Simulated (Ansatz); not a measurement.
Reaction (redistribution): `C#CBN=C` + `C[SiH2]B[SiH3]` → `C=NB[SiH3]` + `C#CB[SiH2]C`

Isolated molecules relaxed with PBE0-D4/def2-TZVP in Ansatz; ΔE leaves out vibrations. CCSD(T)/CBS is the MP2 limit (def2-TZVPP, def2-QZVPP) plus CCSD(T) − MP2 in def2-TZVPP, frozen cores. DFT in def2-TZVPP. B3LYP here is the variant with VWN-RPA as its local correlation; programs differ in this. Each species was taken in one conformer, which may not be the lowest.

```tsv
level	ΔE (kJ/mol)	difference from CCSD(T)/CBS
PBE-D4	-35.8	-10.9
r2SCAN-D4	-34.8	-9.9
PBE0-D4	-30.6	-5.7
B3LYP-D4	-31.8	-6.9
ωB97X-V	-24.6	0.3
ωB97M-V	-26.4	-1.5
r2SCAN	-34.9	-10.0
PBE0	-31.0	-6.1
B3LYP	-32.5	-7.6
HF/def2-TZVPP	-17.8	7.1
CCSD/def2-TZVPP	-22.5	2.4
CCSD(T)/def2-TZVPP	-25.3	-0.4
MP2/def2-QZVPP	-26.2	-1.3
SCS-MP2/def2-QZVPP	-23.6	1.3
MP2/CBS(def2)	-26.0	-1.1
CCSD/CBS(def2)	-22.1	2.8
CCSD(T)/CBS	-24.9	0
```

Largest T1 diagnostic among the species: 0.017.

From PBE to PBE0 (25 % exact exchange), in def2-TZVPP and without D4, ΔE moves by +5.2 kJ/mol. In def2-TZVPP, CCSD(T) changes the Hartree–Fock value by −7.5 kJ/mol (the triples alone add −2.8 kJ/mol) and MP2 by −8.7 kJ/mol.
